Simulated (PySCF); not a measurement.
**Telling isomers of C₅H₁₁N₃Si apart by NMR**

Level of theory: PBE0/pcSseg-1 with gauge-including orbitals, GFN2-xTB geometry, in PySCF (in vacuum, fast rotation and ring inversion assumed for equivalent nuclei, non-relativistic, one computed conformer).

References, each an isolated molecule treated in the same way: 1H, 13C vs TMS. Where no couplings were computed, multiplicities follow the n + 1 count of equivalent neighbours, and m marks all less simple cases (inequivalent or close neighbours, rings, F or P nearby). Shifts are as computed. Against solution values, carbons near 30 ppm lie about +3 ppm off and those near 130 ppm about +5 ppm. Of 1211 compounds with measured shifts, 218 miss one by over three times the rms of a fit or turn the order of signals round; such compounds aren't used in these exercises. OH and NH positions are gas-phase values without hydrogen bonding to other molecules.

(1) Tabulate the signals of `C[Si](C)(C)n1cncn1`, `C[Si](C)(C)n1ccnn1`, `C[Si](C)(C)c1cnn[nH]1`, `C[Si](C)(C)c1nnc[nH]1` and their relative energies.

(2) What is the quickest way to tell C[Si](C)(C)c1cnn[nH]1 from C[Si](C)(C)c1nnc[nH]1?

(3) What is the quickest way to tell C[Si](C)(C)n1cncn1 from C[Si](C)(C)c1cnn[nH]1?

(4) What is the quickest way to tell C[Si](C)(C)n1cncn1 from C[Si](C)(C)c1nnc[nH]1?

Results:

(1) 
| SMILES | carbon types | δC | δH | E rel. (kcal/mol) |
| --- | --- | --- | --- | --- |
| C[Si](C)(C)n1cncn1 | 2×CH 3×CH3 | 159.1, 151.9, 0.1 | 8.17 (m, 1H), 7.97 (m, 1H), 0.49 (s, 9H) | 0.0 |
| C[Si](C)(C)n1ccnn1 | 2×CH 3×CH3 | 137.9, 132.0, 0.5 | 7.91 (m, 1H), 7.63 (m, 1H), 0.54 (s, 9H) | 18.6 |
| C[Si](C)(C)c1cnn[nH]1 | 1×C 1×CH 3×CH3 | 141.6, 138.6, -0.5 | 11.02 (br s, 1H), 7.81 (s, 1H), 0.33 (s, 9H) | 28.8 |
| C[Si](C)(C)c1nnc[nH]1 | 1×C 1×CH 3×CH3 | 155.2, 141.6, -0.9 | 8.93 (br s, 1H), 8.02 (s, 1H), 0.37 (s, 9H) | 18.3 |

Energies are electronic energies at PBE0/pcSseg-1 on these geometries, without zero-point or thermal terms, each for the one conformer computed, which needn't be the lowest.

(2) Both give the same number of carbon signals, with the same numbers of each carbon type, so the positions decide. The first has a substituted aromatic carbon next to a ring nitrogen (C) at 138.6 ppm, the second a substituted aromatic carbon next to a ring nitrogen (C) at 155.2 ppm. Their most deshielded carbons lie at 141.6 and 155.2 ppm.

(3) Both give the same number of carbon signals, but DEPT or the intensities differ. The first has an aromatic CH between two ring heteroatoms at 159.1 ppm, the second a substituted aromatic carbon next to a ring nitrogen (C) at 138.6 ppm. Their most deshielded carbons lie at 159.1 and 141.6 ppm.

(4) Both give the same number of carbon signals, but DEPT or the intensities differ. The first has an aromatic CH between two ring heteroatoms at 159.1 ppm, the second a substituted aromatic carbon next to a ring nitrogen (C) at 155.2 ppm.
